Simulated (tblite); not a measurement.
Compound: C₇H₁₂ClFO.
Structure used (GFN2-xTB), in Å, numbered top down from 1:
```
atom  x, y, z in Å
C1     2.2311    0.0705    0.5535
C2     1.2798   -0.0175   -0.6385
C3     0.3466    1.1954   -0.7192
C4    -0.7332    1.2655    0.3659
C5    -1.8736    0.2794    0.1402
F6    -2.2460    0.2899   -1.1818
Cl7   -3.3253    0.8382    1.0428
C8    -1.5764   -1.1736    0.5613
O9    -0.2214   -1.4943    0.6201
C10    0.5026   -1.3406   -0.5885
H11    2.7318    1.0354    0.5741
H12    1.6875   -0.0678    1.4836
H13    2.9867   -0.7086    0.4879
H14    1.8749   -0.0297   -1.5585
H15    0.9539    2.0992   -0.6425
H16   -0.1409    1.2105   -1.6962
H17   -1.1557    2.2720    0.3626
H18   -0.3115    1.0709    1.3513
H19   -2.1146   -1.8346   -0.1362
H20   -1.9543   -1.3442    1.5720
H21    1.2143   -2.1721   -0.6168
H22   -0.1665   -1.4244   -1.4523
```

Level: GFN2-xTB in tblite, geometry and Hessian alike; calculated harmonic values, unscaled, isolated species. Against measured fundamentals such values can be off by several per cent, at times by over 20. One conformer, not necessarily the lowest.

Harmonic wavenumbers (cm⁻¹): 56.9, 110.3, 182.3, 199.9, 207.8, 258.8, 280.4, 319.0, 352.3, 382.7, 405.9, 416.3, 447.9, 497.3, 657.0, 724.2, 782.6, 829.1, 897.7, 911.9, 939.0, 956.1, 981.9, 1003.1, 1031.0, 1056.0, 1079.0, 1123.7, 1138.0, 1139.1, 1171.5, 1216.2, 1236.0, 1245.0, 1282.6, 1309.9, 1316.3, 1332.3, 1341.9, 1342.4, 1359.5, 1412.1, 1443.1, 1452.1, 1459.9, 1484.5, 1494.1, 1506.4, 2869.2, 2922.7, 2930.9, 2944.4, 2979.5, 2986.1, 2988.0, 2996.0, 3018.4, 3037.5, 3042.8, 3057.6.

A = 2104, B = 764.3, C = 709.2 MHz; mass 166.056 u (most abundant isotopes); point group C1, symmetry number 1.

Task: Zero-point energy?

Result: Half the sum of the wavenumbers: 39773 cm⁻¹ = 475.79 kJ/mol.

Task: Give the ideal-gas entropy at 400 K and 1 bar in the rigid-rotor, harmonic-oscillator model (classical rotation).

Result: Translation 178.72, rotation 129.28, vibration 160.05: S = 468.1 J/(mol K).

Task: And Cp and H(400 K) − H(0)?

Result: Cp = 221.34 J/(mol K), of which vibrations give 188.08 (their classical limit is 60 R = 498.9); H(400 K) − H(0) = 49.10 kJ/mol without the zero-point energy, 35.80 from vibrations.

Task: Blend soft modes into free rotors: weight 1/[1 + (100 cm⁻¹/ν̃)⁴] for the oscillator and the rest for a rotor with moment μB/(μ + B), μ = h/(8π²ν), B = 10⁻⁴⁴ kg m². What vibrational entropy results?

Result: 153.13 J/(mol K) in place of 160.05, which changes −T·S at 400 K by +2.77 kJ/mol.

Task: What must be added to the electronic energy to get the Gibbs energy at 400 K and 1 bar?

Result: ZPE + [H(400 K) − H(0)] − T·S = 475.79 + 49.10 − 187.22 = 337.67 kJ/mol.

Hindered rotation and anharmonicity are outside this model. Other conformers, if any are populated, would add a mixing term that is left out. The structure is chiral; the term R ln 2 for an equal mix with its mirror image is left out.
